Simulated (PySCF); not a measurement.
Two-component Hartree-Fock for La(47+) (lanthanum, charge +47)

Start: [Ne]. Calculated with PySCF 2.14 in an uncontracted even-tempered set (17 s from 26 bohr⁻², ratio 2.4; 13 p from 34 bohr⁻², ratio 2.4; 5 d from 130 bohr⁻², ratio 2.6; 4 f from 190 bohr⁻², ratio 2.6): generalised Hartree-Fock with the X2C-1e Hamiltonian and a Gaussian nucleus; one run each with spin-orbit coupling (SO) switched off, then screened by Boettger's factors.

```tsv
spinor shell	electrons	ε, spin-free (eV)	ε, screened SO (eV)	weight of nominal j (screened SO)	rms radius, screened SO (bohr)
1s1/2	2	-42461.4	-42457.7	1.000	0.0286
2s1/2	2	-9440.4	-9439.5	1.000	0.114
2p1/2	2	-8812.1	-9112.8	1.000	0.0976
```

Question: Where does 2p3/2 lie, and what is the 2p spin-orbit splitting (screened SO)?

Answer: At -8679.8 eV, 433.04 eV above 2p1/2.

| quantity | spin-free | screened SO |
| --- | --- | --- |
| E (hartree) | -6251.44308 | -6254.26127 |
| M_J | 0 | 0 |
| ⟨J²⟩ | 0.000 | 0.000 |
| ⟨L²⟩ | 0.000 | 0.011 |
| ⟨S²⟩ | 0.000 | 0.011 |

Breit and QED terms are absent; they matter most for the inner s and p1/2 levels.

Densities and radii are taken from the X2C orbitals without a picture-change correction, which distorts them close to the nucleus.

Without spin-orbit coupling the j labels of p, d and f shells carry no meaning; the spin-free column gives the mean over the occupied spinors of each nl shell.
